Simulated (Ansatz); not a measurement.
Eight cases of bond dissociation energy with Al to Br (electronic energies, kJ/mol), geometries: B3LYP-D3(BJ)/def2-TZVP. Functionals by Ansatz (a quantum-chemistry and plane-wave program) in def2-TZVPD; columns hold the difference against the high level (Ansatz, AFQMC by cisd_afqmc): A = CCSD(T)/CBS(cc-pV(T+d)Z,cc-pV(Q+d)Z) + [CCSDT(Q) - CCSD(T)]/cc-pV(D+d)Z + core + X2C; B = CCSD(T)/CBS(cc-pVQZ,cc-pV5Z) + [CCSDT(Q) - CCSD(T)]/cc-pVTZ + [CCSDTQ - CCSDT(Q)]/cc-pVDZ; C = CCSD(T)/CBS(cc-pVTZ,cc-pVQZ) + [CCSDT(Q) - CCSD(T)]/cc-pVDZ; D = CCSD(T)/CBS(cc-pVTZ,cc-pVQZ) + [CCSDT(Q) - CCSD(T)]/cc-pVTZ. The cases were drawn at random from those of this class that have a high level and all functionals, leaving out states under which another spin lies or may lie. Left out are anions, K, Ca, elements past Kr, ionisation of Li, Na and Mg, pi-pi* triplets of linear molecules and other triplets made from a closed-shell parent. Runs that doubt their state, and full CI more than 15 mEh from coupled cluster, are set aside; a case stays where another high level and all functionals remain. AFQMC serves as high level only in triple zeta or larger, with a steady walk, a bar under 0.8 kcal/mol and agreement with other high levels or trials where they ran; where none ran, an unstable determinant or (outside 3d species) a high T1 diagnostic also bars it, so strongly correlated cases are thinned. No case was kept or dropped by the size of a functional's miss. Each difference is the functional minus the high level; affinities count positive where energy is released, gaps as the second state minus the first. Open shells are spin-unrestricted; no spin-orbit coupling. Cores are frozen in correlated methods (noble-gas shells, and filled d and f shells in the p block). Rows without X2C or -DK are non-relativistic. CBS(X,Y): correlation extrapolated as X^-3, Hartree-Fock from the larger set (Q,5: extrapolated as (X+1)exp(-9√X)). A bracket is a step between two methods taken in the basis named. The functionals are non-relativistic, so their misses hold any scalar relativity. 'core' is core correlation in cc-pwCVTZ (1s frozen past Ne), 'X2C' scalar relativity in cc-pVTZ-DK, both at CCSD(T). For partners of very few electrons the exact lower level stands in for a higher one. Spin-orbit terms, left out, reach several kcal/mol for Br and I, and more for heavier atoms.

```json
[
 {"case": "BNH3Br (SMILES B(Br)N) → BNH3 (SMILES [BH]N, doublet) + Br (doublet)", "level": "D", "value": "464.0", "PBE": "-4.5", "CAM-B3LYP": "-19.3", "PBE0": "-8.7"},
 {"case": "GeH3F (SMILES [F][GeH3]) → GeH3 (SMILES [GeH3], doublet) + F (doublet)", "level": "B", "value": "552.2", "PBE": "-8.9", "CAM-B3LYP": "-14.6", "PBE0": "-31.0"},
 {"case": "BNH3Br (SMILES NBBr) → BNH2Br (SMILES N[B]Br, doublet) + H (doublet)", "level": "C", "value": "466.8", "PBE": "-24.5", "CAM-B3LYP": "-3.5", "PBE0": "-20.4"},
 {"case": "CH5BS (SMILES CSB) → CH4BS (SMILES [BH]SC, doublet) + H (doublet)", "level": "A", "value": "459.7", "PBE": "-23.9", "CAM-B3LYP": "-2.7", "PBE0": "-19.4"},
 {"case": "GeNH5 (SMILES [NH2][GeH3]) → GeNH4 (SMILES [NH2][GeH2], doublet) + H (doublet)", "level": "D", "value": "364.8", "PBE": "-29.0", "CAM-B3LYP": "-7.4", "PBE0": "-19.9"},
 {"case": "GeNH5 (SMILES [NH2][GeH3]) → GeNH4 (SMILES [NH][GeH3], doublet) + H (doublet)", "level": "D", "value": "483.4", "PBE": "-21.0", "CAM-B3LYP": "-12.2", "PBE0": "-20.9"},
 {"case": "H3GeOF (SMILES [OH][GeH2][F]) → H2GeOF (SMILES [OH][GeH][F], doublet) + H (doublet)", "level": "C", "value": "377.2", "PBE": "-36.2", "CAM-B3LYP": "-11.9", "PBE0": "-23.8"},
 {"case": "SiNH4F (SMILES N[SiH2]F) → SiNH3F (SMILES [NH][SiH2]F, doublet) + H (doublet)", "level": "A", "value": "506.8", "PBE": "-23.7", "CAM-B3LYP": "-12.6", "PBE0": "-21.9"}
]
```

Over these rows, PBE: mean -21.5, mean absolute 21.5, median absolute 23.8, largest -36.2; CAM-B3LYP: mean -10.5, mean absolute 10.5, median absolute 12.0, largest -19.3; PBE0: mean -20.8, mean absolute 20.8, median absolute 20.7, largest -31.0 kJ/mol. PBE lies above in 0 and below in 8 of the eight.
